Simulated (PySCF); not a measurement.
Ba(Cl)2 cation (BaCl2), SMILES [Cl][Ba][Cl] (connectivity only; charge and spin as stated), charge +1, multiplicity 2. Atoms are numbered in the order given.

```xyz
3

Ba     0.0000     0.0000     0.9294
Cl     0.0000     1.3490    -1.5308
Cl     0.0000    -1.3490    -1.5308
```
Charge +1, spin multiplicity 2.

Geometry: B3LYP-D3(BJ)/def2-TZVP. The spin state was assumed, not searched. The isomer is the one that the SMILES or the coordinates give; other isomers of the formula were not compared. The def2 effective core potentials stand for the cores of Ba; spin–orbit coupling is left out.

The numbers are results of PySCF with ωB97X/def2-TZVPD, not measurements.

Isolated molecule, no solvent.

Computed frontier levels, dipole moment and polarisability:
The α spin, highest occupied and lowest empty level is -14.63 and -4.23 eV and the β spin, highest occupied and lowest empty level comes out as -14.90 and -6.85 eV. The dipole moment about the centre of nuclear charge comes out as 9.83 D and the mean static polarisability is 65.5 bohr³ (9.71 Å³). The polarisability, principal values is 40.1, 59.5, 97.0 bohr³. The ⟨S²⟩ is 0.758 (pure state 0.75).
